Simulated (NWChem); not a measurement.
All runs are NWChem calculations. System: H7NSi2, charge 1, spin multiplicity 2, at the geometry of a parent with another charge or spin, in a state set for the comparison that need not be this species' ground state. Its SCF solution wasn't tested for a lower state. Level: Ur2SCAN/def2-TZVP.

Part of the output:

```
             Northwest Computational Chemistry Package (NWChem) 7.3.0
             --------------------------------------------------------

                                NWChem Input Module
                                -------------------

 Scaling coordinates for geometry "geometry" by  1.889725989
 (inverse scale =  0.529177249)

 Turning off AUTOSYM since
 SYMMETRY directive was detected!

                             Geometry "geometry" -> ""
                             -------------------------

 Output coordinates in angstroms (scale by  1.889725989 to convert to a.u.)

  No.       Tag          Charge          X              Y              Z
 ---- ---------------- ---------- -------------- -------------- --------------
    1 Si                  14.0000    -0.11371500    -0.07150000    -1.58450500
    2 N                    7.0000     0.52920400     0.32249700     0.00000000
    3 Si                  14.0000    -0.11371500    -0.07150000     1.58450500
    4 H                    1.0000     1.00649800    -0.44468500    -2.52045000
    5 H                    1.0000    -1.04915700    -1.23408700    -1.41145500
    6 H                    1.0000    -0.87487500     1.05965300    -2.23393500
    7 H                    1.0000     1.31465800     0.98275500     0.00000000
    8 H                    1.0000    -0.87487500     1.05965300     2.23393500
    9 H                    1.0000     1.00649800    -0.44468500     2.52045000
   10 H                    1.0000    -1.04915700    -1.23408700     1.41145500

 Effective nuclear repulsion energy (a.u.)     154.4114372340

            Nuclear Dipole moment (a.u.)
            ----------------------------
        X                 Y               Z
 ---------------- ---------------- ----------------
    -0.0000037795    -0.0000075589     0.0000000000

      Symmetry information
      --------------------

 Group name             Cs
 Group number              2
 Group order               2
 No. of unique centers     6

      Symmetry unique atoms

     1    2    4    5    6    7


 Summary of "ao basis" -> "" (spherical)
 ------------------------------------------------------------------------------
       Tag                 Description            Shells   Functions and Types
 ---------------- ------------------------------  ------  ---------------------
 *                         def2-tzvp                  on all atoms

                                 NWChem DFT Module
[...]
   alpha     21     22     23     24     25     26     27     28     29     30
    beta     21     22     23     24     26     25     27     28     29     30
 overlap   0.925  0.998  0.991  0.990  0.981  0.991  0.994  0.922  0.924  0.996

   alpha     31     32     33     34     35     36     37     38     39     40
    beta     31     32     33     34     36     35     37     38     39     40
 overlap   0.997  0.999  0.993  0.999  0.759  0.768  0.988  0.983  0.997  0.994

   alpha     41     42     43     44     45     46     47     48     49     50
    beta     41     42     43     44     45     46     47     48     49     50
 overlap   0.996  0.999  0.998  0.996  0.995  0.978  0.996  0.977  0.999  0.995

   alpha     51     52     53     54     55     56     57     58     59     60
    beta     51     52     53     54     55     56     57     58     59     61
 overlap   0.999  0.996  0.999  0.996  0.995  0.995  0.995  0.996  0.999  0.984

   alpha     61     62     63     64     65     66     67     68     69     70
    beta     60     62     63     64     65     66     67     68     69     70
 overlap   0.996  0.986  0.997  0.997  0.998  0.998  0.997  0.999  0.996  0.996

   alpha     71     72     73     74     75     76     77     78     79     80
    beta     71     72     73     74     75     76     77     78     79     80
 overlap   0.996  0.997  0.998  0.982  0.982  0.998  0.977  0.999  0.977  0.998

   alpha     81     82     83     84     85     86     87     88     89     90
    beta     81     82     83     84     85     86     87     88     89     90
 overlap   0.999  0.999  0.997  0.999  0.999  0.995  0.993  0.990  0.999  0.997

   alpha     91     92     93     94     95     96     97     98     99    100
    beta     91     92     93     94     95     96     97     98     99    100
 overlap   0.995  0.992  0.965  0.966  0.994  0.995  0.993  0.992  0.992  0.995

   alpha    101    102    103    104    105    106    107    108    109    110
    beta    101    102    103    104    105    106    107    108    109    110
 overlap   0.989  0.997  0.968  0.972  0.997  0.996  0.974  0.954  0.950  0.984

   alpha    111    112    113    114    115    116    117    118    119    120
    beta    111    112    113    114    115    116    117    118    119    120
 overlap   0.966  0.976  0.986  0.910  0.915  0.997  0.992  0.997  0.984  0.984

   alpha    121    122    123    124    125    126    127    128    129    130
    beta    121    123    122    124    125    126    127    128    129    130
 overlap   0.936  0.914  0.932  0.916  0.995  0.999  1.000  0.993  1.000  0.998

   alpha    131    132    133    134    135    136    137    138    139    140
    beta    131    132    133    134    135    136    137    138    139    140
 overlap   0.993  1.000  1.000  0.995  1.000  1.000  0.996  1.000  1.000  1.000

   alpha    141    142    143    144    145    146    147
    beta    141    142    143    144    145    146    147
 overlap   1.000  1.000  1.000  1.000  1.000  1.000  1.000

     --------------------------
     Expectation value of S2:
     --------------------------
      <S2> =      0.7611 (Exact =     0.7500)

 center of mass
 --------------
 x =   0.01283850 y =   0.00632508 z =  -0.00000000

 moments of inertia (a.u.)
 ------------------
         627.817637603735         -14.227540268010           0.000000000000
         -14.227540268010         641.174529890753           0.000000000000
           0.000000000000           0.000000000000          73.683551839243

     Multipole analysis of the density
     ---------------------------------

     L   x y z        total         alpha         beta         nuclear
     -   - - -        -----         -----         ----         -------
     0   0 0 0      1.000000    -21.000000    -20.000000     42.000000

     1   1 0 0      0.386960     -0.011300      0.398264     -0.000004
     1   0 1 0      0.541574     -0.058492      0.600073     -0.000008
     1   0 0 1     -0.000000     -0.000000     -0.000000      0.000000

     2   2 0 0    -21.666896    -29.642977    -27.053005     35.029086
     2   1 1 0      0.980366     -3.529726     -4.612321      9.122413
     2   1 0 1     -0.000000     -0.000000     -0.000000      0.000000
     2   0 2 0    -22.522458    -25.761223    -23.630425     26.869190
     2   0 1 1      0.000000      0.000000     -0.000000     -0.000000
     2   0 0 2    -13.648947   -184.457171   -175.474485    346.282709

 Task  times  cpu:       16.7s     wall:       16.7s

 Total times  cpu:       16.7s     wall:       16.7s
```

Write an NWChem input that would produce this output.

Several could match; the one computed here: 
```
start mol
memory heap 200 mb stack 900 mb global 1100 mb
charge 1
geometry units angstroms nocenter noautoz
  Si    -0.113715    -0.071500    -1.584505
  N      0.529204     0.322497     0.000000
  Si    -0.113715    -0.071500     1.584505
  H      1.006498    -0.444685    -2.520450
  H     -1.049157    -1.234087    -1.411455
  H     -0.874875     1.059653    -2.233935
  H      1.314658     0.982755     0.000000
  H     -0.874875     1.059653     2.233935
  H      1.006498    -0.444685     2.520450
  H     -1.049157    -1.234087     1.411455
  symmetry group Cs
end
basis spherical
  * library def2-tzvp
end
dft
  xc r2scan
  odft
  mult 2
  semidirect memsize 60000000 filesize 0
  iterations 100
  grid fine
end
task dft energy
```
